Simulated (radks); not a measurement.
Results of a calculation; reference values are marked as such.
Question: Ag XXIII, configuration [Ar] 3d7. Level of theory: scalar-relativistic Kohn-Sham, r2SCAN, spin-polarised, spherical densities, finite nucleus; open shells are filled with parallel spins first (spin-orbit coupling, left out, can overturn this in heavy ions); meta-GGA in the generalised Kohn-Sham scheme; Fermi nuclear charge, rms radius 4.5454 fm (a radial shooting solver on a logarithmic mesh with Libxc functionals). Some entries of the table are withheld. Estimate them.

orbital,occ.,eigenvalue (hartree),<r> (bohr),r(max) (bohr)
1s up,1,-961.1243,0.03111,0.02016
1s down,1,-961.1243,0.03111,0.02016
2s up,1,-165.9208,0.1345,0.1138
2s down,1,-165.5622,0.1343,0.1137
2p up,3,-151.6995,0.1174,0.09107
2p down,3,-151.4342,0.1172,0.09098
3s up,1,-50.79969,0.3536,0.3249
3s down,1,-50.41885,0.3547,0.3254
3p up,3,(1),0.3490,0.3165
3p down,3,(2),0.3504,0.3172
3d up,5,-39.04562,0.3195,0.2617
3d down,2,-38.54858,0.3213,0.2628
4s up,0,-23.06116,0.7286,0.7124
4s down,0,-22.89708,0.7324,0.7159
4p up,0,-21.32316,0.7456,0.7287
4p down,0,-21.16062,0.7502,0.7332

Answer: 
(1) 3p up eigenvalue (hartree): -46.09201
(2) 3p down eigenvalue (hartree): -45.68903
